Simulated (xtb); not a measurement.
A run for xtb: GFN-FF on CH5BO2 (SMILES COBO).

```
$ xtb mol.xyz --gfnff --sp --chrg 0 --uhf 0
9

C     -1.44456399     0.10420987     0.09830013
O     -0.16801156     0.66368717    -0.16421090
B      0.96972236    -0.05839109    -0.06912151
O      2.13925718     0.58441719    -0.34447632
H     -1.37319732    -0.95077402     0.37432611
H     -2.06457974     0.20011901    -0.79417366
H     -1.91388470     0.65704823     0.91332465
H      0.94629999    -1.21691174     0.24491034
H      2.90895776     0.01659537    -0.25887885
```

Output:

```
[...]
           -------------------------------------------------
          |                Calculation Setup                |
           -------------------------------------------------



          ==================== Thresholds ====================
          CN  :   150.00000
          rep :   500.00000
          disp:  2500.00000
          HB1 :   250.00000
          HB2 :   450.00000

          Pauling EN used:
          Z : 1  EN :  2.20
          Z : 5  EN :  2.04
          Z : 6  EN :  2.55
          Z : 8  EN :  3.44
          electric field strengths (au): 0.000

           -------------------------------------------------
          |           Force Field Initialization            |
           -------------------------------------------------

          distances ...
          ----------------------------------------
          generating topology and atomic info file ...
          pair mat ...
          computing topology distances matrix with Floyd-Warshall algo ...
          making topology EEQ charges ...
          #fragments for EEQ constrain: 1
          ----------------------------------------
          generating topology and atomic info file ...
          pair mat ...
          computing topology distances matrix with Floyd-Warshall algo ...
          making topology EEQ charges ...
          #fragments for EEQ constrain: 1
          rings ...
          # BATM   28
          # H in HB   5
          doing iterative Hueckel for 1 subsystem(s) ...

  atom   neighbors  erfCN metchar sp-hybrid imet pi  qest     coordinates
    1  C       4    3.49   0.00         3    0    0   0.039   -2.729830    0.196928    0.185760
    2  O       2    1.92   0.00         3    0    1  -0.347   -0.317496    1.254187   -0.310314
    3  B       3    2.78   0.03         2    0    1   0.274    1.832510   -0.110343   -0.130621
    4  O       2    1.92   0.00         3    0    1  -0.439    4.042610    1.104388   -0.650966
    5  H       1    0.97   0.00         0    0    0   0.064   -2.594967   -1.796703    0.707374
    6  H       1    0.97   0.00         0    0    0   0.064   -3.901490    0.378170   -1.500771
    7  H       1    0.97   0.00         0    0    0   0.064   -3.616718    1.241641    1.725933
    8  H       1    0.95   0.02         0    0    0   0.033    1.788248   -2.299630    0.462813
    9  H       1    0.97   0.00         0    0    0   0.248    5.497133    0.031361   -0.489210

          #atoms :   9
          #bonds :   8
          #angl  :   11
          #tors  :   8
          #nmol  :   1
          #optfrag :   1
           -------------------------------------------------
          |                   G F N - F F                   |
          |          A general generic force-field          |
          |                  Version 1.0.3                  |
           -------------------------------------------------
          Number of HB bonds (bound hydrogen)     24
          Number of HB bonds (unbound hydrogen)   6
          Number of XB bonds                      0

 E+G (total)                   0 d,  0 h,  0 min,  0.000 sec
 distance/D3 list               ...        0 min,  0.000 sec (  0.565%)
 non bonded repulsion           ...        0 min,  0.000 sec ( 17.368%)
 dCN                            ...        0 min,  0.000 sec (  5.273%)
 EEQ energy and q               ...        0 min,  0.000 sec (  9.727%)
 D3                             ...        0 min,  0.000 sec ( 14.212%)
 EEQ gradient                   ...        0 min,  0.000 sec (  2.536%)
 bonds                          ...        0 min,  0.000 sec (  9.890%)
 bend and torsion               ...        0 min,  0.000 sec ( 16.153%)
Note: The following floating-point exceptions are signalling: IEEE_UNDERFLOW_FLAG IEEE_DENORMAL
normal termination of xtb
 bonded ATM                     ...        0 min,  0.000 sec (  6.154%)
 HB/XB (incl list setup)        ...        0 min,  0.000 sec ( 14.138%)

         :::::::::::::::::::::::::::::::::::::::::::::::::::::
         ::                     SUMMARY                     ::
         :::::::::::::::::::::::::::::::::::::::::::::::::::::
         :: total energy              -1.136696708885 Eh    ::
         :: gradient norm              0.037440238127 Eh/a0 ::
         ::.................................................::
         :: bond energy               -1.091397505055 Eh    ::
         :: angle energy               0.003588464181 Eh    ::
         :: torsion energy             0.000543915452 Eh    ::
         :: repulsion energy           0.060718614668 Eh    ::
         :: electrostat energy        -0.109281449705 Eh    ::
         :: dispersion energy         -0.002379515892 Eh    ::
         :: HB energy                  0.000000000000 Eh    ::
         :: XB energy                  0.000000000000 Eh    ::
         :: bonded atm energy          0.001510767465 Eh    ::
         :: external energy            0.000000000000 Eh    ::
         :: add. restraining           0.000000000000 Eh    ::
         :: total charge              -0.000000000000 e     ::
         :::::::::::::::::::::::::::::::::::::::::::::::::::::

           -------------------------------------------------
          |                Property Printout                |
           -------------------------------------------------

molecular dipole:
                 x           y           z       tot (Debye)
 q only:       -0.378      -1.009       0.305       2.847

           -------------------------------------------------
          | TOTAL ENERGY               -1.136696708885 Eh   |
          | GRADIENT NORM               0.037440238127 Eh/α |
           -------------------------------------------------
########################################################################
[WARNING] Runtime exception occurred
-1- gfnff_setup: Could not read topology file.
########################################################################

------------------------------------------------------------------------
------------------------------------------------------------------------
 total:
 SCF:
```

The run finished.

Cost: very roughly 0.020 core-seconds.
